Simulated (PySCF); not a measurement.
## Xenon: highly charged ions in a basis for the neutral atom

Xe¹²⁺ [Kr] 4d6, Xe¹³⁺ [Kr] 4d5. Computed with PySCF 2.14 in def2-TZVP with the def2 core potential (28 electrons) (6s5p3d2f, 50 functions), with scalar relativity through the core potential. No spin-orbit coupling, so a gap to NIST mixes the basis error with missing relativistic terms.

Changed run: basis of the neutral atom used for a highly charged ion. This setting is unsound on purpose.

```csv
species,method,sound run (hartree),changed run (hartree),converged
Xe¹²⁺,UHF,not run,-281.05545,yes
Xe¹²⁺,M06-L,not run,-281.88521,yes
Xe¹²⁺,MN15,not run,-280.84856,yes
Xe¹³⁺,UHF,not run,-270.64948,yes
Xe¹³⁺,M06-L,not run,-271.38926,yes
Xe¹³⁺,MN15,not run,-270.38860,yes
```

Ionisation energy of Xe¹²⁺:

```json
{"method": "UHF", "changed run (eV)": "283.16", "NIST (eV)": "281 ± 3"}
{"method": "M06-L", "changed run (eV)": "285.61", "NIST (eV)": "281 ± 3"}
{"method": "MN15", "changed run (eV)": "284.63", "NIST (eV)": "281 ± 3"}
```

The contracted functions were made for the neutral atom and can be too rigid for a highly charged ion.
